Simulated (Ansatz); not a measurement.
Relaxation of AlClF2H2O (7 atoms, charge 0, multiplicity 1), to a largest force component of 0.03 eV/Å in at most 50 steps.

These are results of RKS r2SCAN-D4/def2-SVP (Ansatz 0.2.0), not measurements.

```xyz
7
Properties=species:S:1:pos:R:3:forces:R:3
Al 0.071 0.314 -0.122 -0.07 -0.74 0.63
F -0.025 0.217 1.550 0.03 0.12 -0.39
F 1.528 0.625 -0.828 0.00 -0.02 0.01
Cl -1.691 0.330 -1.213 -0.04 0.02 -0.04
O -0.153 -2.483 0.799 0.08 1.15 0.33
H -1.064 -2.758 0.627 -0.04 0.02 0.02
H -0.231 -1.894 1.589 0.04 -0.55 -0.57
```

Task: Where does it end, and by what steps?

Result: It converged. After 10 steps the energy has fallen by 1.010 eV; O5 moved furthest, 0.60 Å. Joined: Al1–O5 (2.95 → 1.95 Å).

```
step  energy less start (eV)  largest force component (eV/Å)  accepted
   0                  0.0000                           1.147       yes
   1                 -0.2348                           1.020       yes
   2                 -0.5303                           1.688       yes
   3                 -0.8524                           1.451       yes
   4                 -0.9608                           0.597       yes
   5                 -0.9883                           0.182       yes
   6                 -0.9943                           0.374       yes
   7                 -1.0043                           0.292       yes
   8                 -1.0090                           0.046       yes
   9                 -1.0097                           0.047       yes
  10                 -1.0099                           0.015       yes
```

```xyz
7
Properties=species:S:1:pos:R:3
Al -0.004 -0.043 0.093
F -0.068 0.504 1.670
F 1.436 0.121 -0.715
Cl -1.775 0.054 -1.055
O -0.105 -1.921 0.608
H -0.874 -2.376 0.225
H -0.175 -1.987 1.575
```

Whether the end is a true minimum wasn't checked by a vibrational analysis.

Time of the run: 17 s on 2 threads of Intel(R) Xeon(R) 6975P-C (Granite Rapids) (shared host), peak memory 0.18 GiB.
